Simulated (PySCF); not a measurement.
UHF on He (helium, neutral), 1s1 3d1, high-spin 3D determinant (an excited configuration). Computed with PySCF 2.14 in aug-cc-pVQZ-DK (5s4p3d2f, 46 functions), with the spin-free X2C one-electron Hamiltonian (Gaussian nucleus).

```
cycle= 1 E= -1.31145190662422  delta_E= -1.52e-05  |g|= 0.00124  |ddm|= 0.00351
cycle= 2 E= -1.31145220181917  delta_E= -2.95e-07  |g|= 0.00018  |ddm|= 0.000429
cycle= 3 E= -1.31145220867675  delta_E= -6.86e-09  |g|= 5.3e-06  |ddm|= 6.65e-05
cycle= 4 E= -1.31145220868996  delta_E= -1.32e-11  |g|= 7.11e-08  |ddm|= 4.46e-06
converged SCF energy = -1.31145220868996  <S^2> = 2  2S+1 = 3
```

Highest occupied orbital energy: 18.721 eV; ⟨L²⟩ = 6.00; populations by l: s 1.00, p 0.00, d 1.00, f 0.00.

**Question.** Can this result be used?

**Answer.** Not for this state. The calculation finished and met its thresholds. The outer electron is Rydberg-like, and this basis confines it to a smaller radius and binds it less than a complete one would. At UHF the highest occupied level has a positive energy, so only the finite basis holds that electron; for this excited configuration the basis is too tight for the outer shell.
